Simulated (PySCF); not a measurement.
**Trend along the alkali metals: MP molecules**

PBE0 with double-zeta basis sets in PySCF, for the lowest determinant that a PBE0 search found; no spin–orbit coupling. De refers to high-spin ground-configuration atoms. A positive dipole means M(−)P(+).

| M | basis | state (unpaired electrons) | Re (Å) | ωe (cm⁻¹) | De (eV) | μ (D) |
| --- | --- | --- | --- | --- | --- | --- |
| Li | def2-SVPD | triplet (π ↑↑) | 2.327 | 497 | 1.81 | -6.57 |
| Na | x2c-SVPall | triplet (π ↑↑) | 2.668 | 274 | 1.27 | -6.74 |
| K | aug-pcseg-1 | triplet (π ↑↑) | 3.027 | 214 | 1.38 | -9.51 |
| Rb | def2-SVPD | triplet (π ↑↑) | 3.187 | 181 | 1.22 | -8.85 |
| Cs | def2-SVP | triplet (π ↑↑) | 3.333 | 168 | 1.23 | -9.02 |

By what factor does the harmonic wavenumber vary along the series?

At PBE0 it runs from 168 cm⁻¹ (CsP) to 497 cm⁻¹ (LiP), a factor of 2.96.

The rows differ in basis set, which adds steps of its own.

Down a group the atoms grow and get heavier, so bonds lengthen and wavenumbers fall; this series shows no clear exception.

Spin–orbit coupling is left out, which matters for elements this heavy, above all for dissociation energies. States were picked by a PBE0 search and need not be the measured ground states.
